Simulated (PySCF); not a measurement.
CH4MoOS2, multiplicity 1. Atoms are numbered in the order given.

```xyz
9

Mo    -0.1560     0.1198    -0.0089
S      0.8651    -0.4870    -1.7629
S      1.0832    -0.0721     1.6952
O     -0.9992     1.7753    -0.1826
H     -0.9984     2.4832     0.4788
C     -1.6483    -1.3387     0.2567
H     -1.2159    -2.3469     0.3326
H     -2.3202    -1.2905    -0.6160
H     -2.2012    -1.1032     1.1808
```
Charge 0, spin multiplicity 1.

Geometry optimised at B3LYP-D3(BJ)/def2-SVP. The multiplicity is an assumed one; other spin states were not compared. The def2 effective core potentials stand for the cores of Mo; spin–orbit coupling is left out. One conformer was computed; it need not be the lowest.

All values below come from ωB97X/def2-TZVP run with PySCF.

ESP charges are fitted to the potential on shells at 1.4 to 2.0 van der Waals radii. Atomic charges (e):

```csv
atom,Löwdin,ESP fit
Mo1,-0.06,[?]
S2,0.12,-0.19
S3,0.12,-0.21
O4,-0.28,[?]
H5,0.19,0.42
C6,-0.47,-0.45
H7,0.13,[?]
H8,0.13,[?]
H9,0.13,[?]
```

Task: What belongs in the gaps? (Estimate from the structure and the level; the computed values follow.)

Result: 
- Mo1, ESP fit: 0.51
- O4, ESP fit: -0.52
- H7, ESP fit: 0.13
- H8, ESP fit: 0.17
- H9, ESP fit: 0.14
